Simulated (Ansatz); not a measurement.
`[CH3][Ga]([NH2])[OH]` and `[CH3][Ga]([NH2])[NH2]` differ in one atom or group.

Ansatz, PBE0-D4/def2-TZVP geometries, multiplicity 1. Each molecule was computed in one conformer, which needn't be the lowest.

Scalar relativity is left out up to krypton.

| property | `[CH3][Ga]([NH2])[OH]` |
| --- | --- |
| HOMO–LUMO gap (B3LYP/def2-TZVPP) / eV | 6.67 |
| HOMO–LUMO gap (PBE0/def2-TZVPP) / eV | 7.27 |
| HOMO energy (PBE/def2-TZVPP) / eV | -5.67 |
| size of the dipole moment (ωB97M-V/def2-TZVPP) / D | 1.84 |
| LUMO energy (ωB97M-V/def2-TZVPP) / eV | 1.72 |
| HOMO energy (PBE0/def2-TZVPP) / eV | -7.08 |

Question: Give the same properties after the change, and the shifts. (Best estimate.)

Answer: The calculation gave: 
```
                                          property  `[CH3][Ga]([NH2])[NH2]`  shift
             HOMO–LUMO gap (B3LYP/def2-TZVPP) / eV                     6.42  -0.25
              HOMO–LUMO gap (PBE0/def2-TZVPP) / eV                     7.02  -0.25
                 HOMO energy (PBE/def2-TZVPP) / eV                    -5.17   0.50
size of the dipole moment (ωB97M-V/def2-TZVPP) / D                     0.16  -1.68
             LUMO energy (ωB97M-V/def2-TZVPP) / eV                     1.92   0.20
                HOMO energy (PBE0/def2-TZVPP) / eV                    -6.57   0.51
```

With PBE0 the HOMO rises by 0.51 eV and the LUMO rises by 0.25 eV, so the gap narrows by about 0.26 eV. PBE moves the HOMO by 0.50 eV and ωB97M-V by 0.53 eV. Dipoles are sizes alone; their direction can turn.

B3LYP here is the variant with VWN-RPA as its local correlation; programs differ in this.
